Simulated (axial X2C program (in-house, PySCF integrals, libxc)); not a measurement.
**Density and ELF of ZrS⁻**

All values were computed with an in-house relativistic program for diatomic molecules. Spin-free means the one-electron spin-free X2C Hamiltonian. Basis: Zr dyall-acv3z [12s13p10d6f3g], S dyall-av3z [9s8p3d2f] (cores contracted in-house); Gaussian nuclei, density fitting, unrestricted open shells. Masses: Zr 89.905 u, S 31.972 u.

PBE0, without spin–orbit coupling, state M_S = 1/2, Λ = 2 (beyond evenly filled blocks: δ+α); Zr at z = 0, S at z = 2.192 Å.

The maps cover the half plane through the axis: z from -2.4 to 4.2 Å along the bond, ρ from 0.15 to 2.25 Å away from it.

log10 of the density in e/bohr³:

```
 ρ\z  -2.4  -1.8  -1.2  -0.6   0.0   0.6   1.2   1.8   2.4   3.0   3.6   4.2
0.15  -2.6  -2.3  -1.5  -0.2   1.6  -0.3  -0.9  -0.3   0.7  -0.9  -1.7  -2.6
0.45  -2.6  -2.3  -1.7  -0.5   0.0  -0.6  -1.0  -0.7  -0.6  -1.0  -1.8  -2.7
0.75  -2.7  -2.4  -1.9  -1.0  -0.5  -1.0  -1.2  -0.9  -0.9  -1.3  -2.0  -2.8
1.05  -2.7  -2.4  -2.1  -1.5  -1.2  -1.5  -1.5  -1.3  -1.3  -1.6  -2.3  -3.0
1.35  -2.8  -2.5  -2.2  -1.9  -1.7  -1.9  -1.8  -1.7  -1.7  -2.0  -2.6  -3.2
1.65  -2.9  -2.6  -2.4  -2.1  -2.0  -2.1  -2.2  -2.1  -2.1  -2.4  -2.9  -3.4
1.95  -3.0  -2.8  -2.5  -2.3  -2.3  -2.4  -2.5  -2.5  -2.5  -2.8  -3.2  -3.7
2.25  -3.2  -2.9  -2.7  -2.5  -2.5  -2.6  -2.8  -2.8  -2.9  -3.1  -3.5  -4.0
```

Electron localisation function (collinear form, no current term, damped to 0 at low density):

```
 ρ\z  -2.4  -1.8  -1.2  -0.6   0.0   0.6   1.2   1.8   2.4   3.0   3.6   4.2
0.15  0.85  0.21  0.26  0.80  0.44  0.69  0.65  0.14  0.85  0.88  0.80  0.39
0.45  0.86  0.25  0.13  0.78  0.21  0.67  0.63  0.28  0.08  0.89  0.77  0.35
0.75  0.88  0.37  0.06  0.46  0.80  0.33  0.60  0.82  0.79  0.87  0.69  0.28
1.05  0.89  0.56  0.10  0.17  0.47  0.13  0.53  0.82  0.83  0.79  0.57  0.19
1.35  0.89  0.73  0.29  0.20  0.28  0.14  0.42  0.72  0.73  0.65  0.41  0.10
1.65  0.86  0.83  0.61  0.45  0.38  0.20  0.30  0.54  0.56  0.46  0.24  0.04
1.95  0.79  0.85  0.78  0.68  0.53  0.26  0.20  0.32  0.35  0.26  0.11  0.01
2.25  0.64  0.81  0.81  0.76  0.59  0.28  0.14  0.15  0.16  0.11  0.03  0.00
```

Axial spin density in 10⁻³ e/bohr³:

```
 ρ\z  -2.4  -1.8  -1.2  -0.6    0.0   0.6  1.2   1.8   2.4   3.0   3.6   4.2
0.15  -1.5  -2.2   0.2  17.4  155.5  18.5  1.7  -1.6  -0.2  -0.9  -0.3  -0.1
0.45  -1.4  -2.1  -0.7   8.5   21.2   8.0  1.0  -3.4  -2.2  -1.1  -0.3  -0.1
0.75  -1.3  -1.9  -1.0   8.6   36.8   8.8  1.2  -2.1  -2.7  -0.9  -0.2  -0.1
1.05  -1.1  -1.5  -0.6   7.0   20.7   7.9  1.5  -0.6  -1.3  -0.6  -0.1   0.0
1.35  -0.8  -1.1  -0.3   4.4   10.1   5.4  1.5   0.1  -0.5  -0.3  -0.1   0.0
1.65  -0.6  -0.8  -0.1   2.4    4.9   3.2  1.1   0.2  -0.1  -0.1  -0.1   0.0
1.95  -0.5  -0.5  -0.1   1.3    2.4   1.8  0.7   0.2   0.0  -0.1   0.0   0.0
2.25  -0.3  -0.3  -0.1   0.6    1.1   0.9  0.4   0.1   0.0   0.0   0.0   0.0
```

The functionals have no current-density term, which raises determinants with orbital currents, atoms included. The state is one determinant with fixed occupations, lowest in a PBE0 search at one distance only: followed along the bond, the 2c determinant Ω = 5/2 reaches 0.67 eV lower at PBE0, at Re = 2.495 Å, so the state shown is not the lowest. The highest occupied level of some functionals is positive through self-interaction error; at Hartree–Fock it is bound. The determinant is spin-polarised beyond a pure state at some levels (its spin-free form has ⟨S²⟩ too high), which makes Re and μ there less reliable.
